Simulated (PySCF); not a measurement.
Zn(SeH)(SiH3) (H₄SeSiZn), SMILES [SiH3][Zn][SeH]. Atoms are numbered in the order given.

```xyz
7

Zn    -0.1708    -0.2953     0.3359
Se     0.5786     1.1453    -1.3166
H      1.9518     1.0327    -0.7551
Si    -0.9396    -1.7688     2.0155
H     -1.8565    -2.8241     1.4497
H     -1.7008    -1.0416     3.0953
H      0.2109    -2.4832     2.6801
```

Geometry: PBE-D3(BJ)/def2-SVP. The structure was generated by enumeration; whether it is a known compound was not checked. Other conformers were not sampled.

These are PBE-D3(BJ)/def2-SVP in PySCF values and carry that method's errors.

Frequencies are harmonic and unscaled.

A small imaginary wavenumber (i) marks a very flat motion, where grid noise or a shallow saddle decides the sign.

Computed harmonic wavenumbers and intensities:
| mode | ν (cm⁻¹) | IR (km/mol) | moving atoms (share of kinetic energy) |
|---|---|---|---|
| 1 | 19i | 3.8 | H 99 % |
| 2 | 71 | 4.2 | Zn 55 %, Si 21 %, Se 12 %, H 12 % |
| 3 | 73 | 3.0 | Zn 56 %, Si 21 %, Se 12 %, H 10 % |
| 4 | 224 | 6.0 | Se 45 %, Si 42 % |
| 5 | 357 | 24.1 | Zn 55 %, Si 31 %, Se 9 % |
| 6 | 420 | 2.3 | H 89 %, Si 10 % |
| 7 | 430 | 4.3 | H 87 %, Si 11 % |
| 8 | 524 | 4.0 | H 96 % |
| 9 | 822 | 274.5 | H 91 %, Si 9 % |
| 10 | 898 | 27.6 | H 98 % |
| 11 | 899 | 27.7 | H 98 % |
| 12 | 2136 | 71.5 | H 99 % |
| 13 | 2150 | 82.3 | H 96 % |
| 14 | 2151 | 82.3 | H 96 % |
| 15 | 2344 | 14.1 | H 99 % |
